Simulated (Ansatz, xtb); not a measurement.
**Ligand exchange: C3H6 + BiCl3 → C2H3Cl + Bi(CH3)Cl2**

Gas-phase species: C3H6 (propene) `C=CC`, singlet; BiCl3 (bismuth trichloride) `[Cl][Bi]([Cl])[Cl]`, singlet; C2H3Cl `C=CCl`, singlet; Bi(CH3)Cl2, singlet. The partners trade CH3 for Cl: C–CH3 and Bi–Cl bonds give way to C–Cl and Bi–CH3.

Shapes, held fixed at every level: PBE0-D4/def2-TZVP. Programs: Ansatz 0.2.0, xtb 6.7.1. The zero-point and thermal change to 298 K, harmonic and unscaled (PBE0-D4/def2-TZVP), is -5.1 kJ/mol.

Problem. Estimate ΔH(298 K) of this reaction.

Solution. The highest level, CCSD(T)/def2-TZVPP, gives ΔH(298 K) = +113.3 kJ/mol; the levels span +113.3 to +139.2. The column of differences is taken from that level and isn't an error. No measured value is set beside it here. For atoms past krypton def2 sets carry core potentials with scalar relativity. Outer-core shells of Bi are correlated, in sets that cover them unevenly. CCSD(T)/def2-TZVPP lies outside the range of the other correlated levels here, so it shouldn't be taken on trust.

```csv
level,kind,ΔH(298 K) (kJ/mol),less CCSD(T)/def2-TZVPP
GFN0-xTB,semi-empirical,+139.2,+25.9
SPW92/def2-TZVPP,LDA,+119.3,+6.0
PBE0-D4/def2-TZVPP,global hybrid,+122.7,+9.4
wB97M-V/def2-TZVPP,range-separated hybrid,+119.9,+6.6
wB97X-V/def2-TZVPP,range-separated hybrid,+120.5,+7.2
CCSD(T)/def2-SVP,coupled cluster or CI,+123.9,+10.6
CCSD/def2-SVP,coupled cluster or CI,+125.0,+11.7
CCSD(T)/def2-TZVPP,coupled cluster or CI,+113.3,0.0
```
